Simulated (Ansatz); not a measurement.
Gas-phase electronic energies from Ansatz, PBE0-D4/def2-TZVP geometries. CBS: MP2 limit from def2 TZ/QZ plus the TZ coupled-cluster correction, frozen cores. DFT in def2-TZVPP. Each species was taken in one conformer, which may not be the lowest.

`[NH2][Al]([NH2])[NH2]` + `CO[SiH](C)N` → `C[O][Al]([NH2])[NH2]` + `C[SiH](N)N`  (redistribution)

```tsv
level	ΔE (kcal/mol)
PBE0-D4	-0.2
PBE	-0.5
PBE0	-0.5
HF/def2-TZVPP	-0.6
MP2/def2-TZVPP	0.1
MP2/def2-QZVPP	0.2
SCS-MP2/def2-QZVPP	0.0
HF/CBS(def2)	-0.5
```

(1) What does CCSD(T)/CBS give? (Best estimate.)

Largest T1 diagnostic among the species: 0.010.

Answers

(1) The calculation gave: +0.3 kcal/mol. The listed levels differ from it by -0.5, -0.8, -0.8, -0.9, -0.2, -0.1, -0.3, -0.8 kcal/mol.
